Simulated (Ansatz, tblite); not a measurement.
Isomers of Li$_{5}$H$_{5}$⁺ (doublet), found by a short tight-binding search and relaxed with PBE0-D4/def2-TZVP in Ansatz.

The xTB rows come from tblite. Correlated methods freeze no core orbitals; core or outer-core shells of Li are correlated, in sets that lack core-valence functions.

Other spin states weren't relaxed.

A:

Cartesian coordinates in Å:
```
Li -2.474 0.076 0.338
Li 0.282 -0.657 -0.170
Li 0.194 2.246 0.462
Li 3.514 1.168 -0.213
Li -1.680 -2.694 -0.369
H 2.008 1.941 0.154
H 1.825 0.836 -0.053
H -2.822 -1.509 0.036
H -0.035 -2.262 -0.482
H -0.811 0.855 0.297
```

B:

```xyz
10

Li   -0.0183    0.0718   -0.0812
Li    1.0995    0.6614    2.2717
Li    0.0889    2.5391   -0.3850
Li   -0.9137   -2.4475   -0.1405
Li   -0.3866   -0.0881   -2.5373
H    -0.1425    1.2946   -1.5455
H    -0.2900   -1.2083    1.3347
H    -0.3993   -1.3153   -1.2982
H     0.3649    1.5491    1.0225
H     0.5971   -1.0568    1.3586
```

C:

Cartesian coordinates in Å:
```
Li 0.4980 1.0267 -0.4732
Li 0.7463 -3.9870 3.2383
Li -1.9520 0.8270 -0.5501
Li -0.0574 3.5891 -0.3724
Li -0.2311 -1.5480 1.2104
H -0.6992 -0.2836 0.0769
H 0.8610 0.3654 -2.3080
H 0.2177 -2.8241 2.2348
H -0.9017 2.1368 -0.9272
H 1.5187 0.6977 -2.1295
```

Problem. Estimate their order by electronic energy at CCSD(T)/def2-TZVPP, counted from the lowest.

Solution. C (0.0) < B (0.7) < A (21.0), in kcal/mol.

Problem. Do the other levels pick the same lowest one?

Solution. Not GFN1-xTB, PBE-D4/def2-TZVP, r2SCAN-D4/def2-TZVP, PBE0-D4/def2-TZVP, ωB97M-V/def2-TZVP. Energies above each level's lowest (kcal/mol):

```csv
level,A,B,C
GFN1-xTB,31.4,0.0,4.9
GFN2-xTB,8.9,9.8,0.0
HF/def2-TZVPP,25.0,8.8,0.0
PBE-D4/def2-TZVP,21.6,0.0,3.0
r2SCAN-D4/def2-TZVP,21.7,0.0,3.5
PBE0-D4/def2-TZVP,21.3,0.0,1.8
ωB97M-V/def2-TZVP,18.7,0.0,5.1
PBE-QIDH/def2-TZVP,22.0,1.6,0.0
MP2/def2-TZVPP,22.1,1.7,0.0
CCSD/def2-TZVPP,21.3,1.4,0.0
CCSD(T)/def2-TZVPP,21.0,0.7,0.0
```
Point groups (tolerance 0.1 Å): A Cs, B not assigned, C not assigned. Lower isomers may exist.
